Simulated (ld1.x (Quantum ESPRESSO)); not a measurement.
## An all-electron radial function and its pseudo partner (Br)

Columns: radius, all-electron u(r) and pseudo u(r) of the 4s shell (level -20.54 eV) of bromine in the configuration [Ar] 3d10 4s1.5 4p5.5; PBE, scalar-relativistic, TM scheme, ld1.x (Quantum ESPRESSO) 7.5.

```json
{"r (bohr)": "0.085", "all-electron": "-0.1744", "pseudo": "-0.0310"}
{"r (bohr)": "0.170", "all-electron": "-0.1987", "pseudo": "-0.0630"}
{"r (bohr)": "0.255", "all-electron": "0.1229", "pseudo": "-0.0967"}
{"r (bohr)": "0.340", "all-electron": "0.3671", "pseudo": "-0.1334"}
{"r (bohr)": "0.425", "all-electron": "0.4284", "pseudo": "-0.1742"}
{"r (bohr)": "0.510", "all-electron": "0.3436", "pseudo": "-0.2205"}
{"r (bohr)": "0.595", "all-electron": "0.1764", "pseudo": "-0.2741"}
{"r (bohr)": "0.680", "all-electron": "-0.0223", "pseudo": "-0.3369"}
{"r (bohr)": "0.765", "all-electron": "-0.2194", "pseudo": "-0.4100"}
{"r (bohr)": "0.850", "all-electron": "-0.3965", "pseudo": "-0.4933"}
{"r (bohr)": "0.935", "all-electron": "-0.5452", "pseudo": "-0.5834"}
{"r (bohr)": "1.020", "all-electron": "-0.6631", "pseudo": "-0.6732"}
{"r (bohr)": "1.105", "all-electron": "-0.7513", "pseudo": "-0.7525"}
{"r (bohr)": "1.190", "all-electron": "-0.8128", "pseudo": "-0.8128"}
{"r (bohr)": "1.275", "all-electron": "-0.8512", "pseudo": "-0.8512"}
{"r (bohr)": "1.360", "all-electron": "-0.8699", "pseudo": "-0.8699"}
{"r (bohr)": "1.445", "all-electron": "-0.8724", "pseudo": "-0.8724"}
{"r (bohr)": "1.530", "all-electron": "-0.8618", "pseudo": "-0.8618"}
{"r (bohr)": "1.615", "all-electron": "-0.8412", "pseudo": "-0.8412"}
{"r (bohr)": "1.700", "all-electron": "-0.8129", "pseudo": "-0.8129"}
{"r (bohr)": "1.785", "all-electron": "-0.7790", "pseudo": "-0.7790"}
{"r (bohr)": "1.870", "all-electron": "-0.7413", "pseudo": "-0.7413"}
{"r (bohr)": "1.955", "all-electron": "-0.7013", "pseudo": "-0.7013"}
{"r (bohr)": "2.040", "all-electron": "-0.6601", "pseudo": "-0.6601"}
{"r (bohr)": "2.125", "all-electron": "-0.6186", "pseudo": "-0.6186"}
{"r (bohr)": "2.210", "all-electron": "-0.5775", "pseudo": "-0.5775"}
```

Question: How many radial nodes do the two functions have?

Answer: The all-electron 4s function has n − l − 1 = 3 (the table is too coarse to show those close to the nucleus); the pseudo-wave has 0, since the states of the same l below it are removed with the core.

Question: At about which radius was the pseudo-wave matched?

Answer: 1.25 bohr, where the columns begin to agree (steps of 0.09 bohr).

Question: Is the pseudo-wave norm-conserving?

Answer: Yes: the TM scheme keeps the norm inside the radius equal to the all-electron one, which fixes the energy derivative of the logarithmic derivative at the level.
